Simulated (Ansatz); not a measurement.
F2H6N2Si2 (`N[SiH2][Si](N)(F)F`), relaxed with RKS PBE0-D4/def2-TZVP in Ansatz 0.2.0 from a GFN2-xTB geometry. The force threshold is 0.005 eV/Å; the program also tests the step.

The species carries charge 0 and has multiplicity 1.

Start:

```xyz
12

N    -0.120    1.700   -1.070
Si    1.060    0.489   -0.719
Si    0.131   -0.849    0.881
N    -1.482   -1.435    0.840
F     0.245   -0.198    2.348
F     1.022   -2.176    1.041
H     0.042    2.318   -1.848
H    -0.536    2.221   -0.314
H     2.383    1.014   -0.322
H     1.249   -0.191   -2.007
H    -2.241   -0.809    1.049
H    -1.752   -2.085    0.122
```

```
         step  energy (eV)  largest force (eV/Å)  largest move (Å)
            1  -24261.2414                 2.262             0.000
            2  -24261.3647                 0.895             0.110
            3  -24261.3883                 0.435             0.070
            4  -24261.3978                 0.243             0.046
            5  -24261.4077                 0.227             0.200
            6  -24261.4156                 0.076             0.115
            7  -24261.4166                 0.051             0.026
 8 (rejected)  -24261.4109                 0.445             0.197
            9  -24261.4189                 0.025             0.070
10 (rejected)  -24261.4187                 0.270             0.097
           11  -24261.4201                 0.023             0.047
           14  -24261.4220                 0.049             0.093
           17  -24261.4228                 0.078             0.000
           20  -24261.4252                 0.046             0.067
           23  -24261.4279                 0.076             0.030
           26  -24261.4417                 0.250             0.200
           29  -24261.4529                 0.171             0.090
           32  -24261.4562                 0.031             0.033
           35  -24261.4570                 0.013             0.021
           38  -24261.4575                 0.022             0.011
           41  -24261.4577                 0.023             0.006
           44  -24261.4578                 0.010             0.015
           47  -24261.4579                 0.007             0.005
           48  -24261.4579                 0.004             0.002
```

End:

```xyz
12

N    -0.218    1.708   -0.925
Si    1.010    0.501   -0.746
Si    0.216   -0.935    0.918
N    -1.386   -1.340    0.573
F     0.393   -0.237    2.349
F     1.059   -2.281    1.071
H    -0.226    2.267   -1.764
H    -0.451    2.282   -0.128
H     2.378    0.996   -0.407
H     1.104   -0.215   -2.046
H    -1.959   -0.711    0.035
H    -1.920   -2.033    1.070
```

Run time 61 s (2 threads of an AMD EPYC 7R13 on a shared host and a share of an NVIDIA H100 80 GB); peak host memory 0.89 GiB.
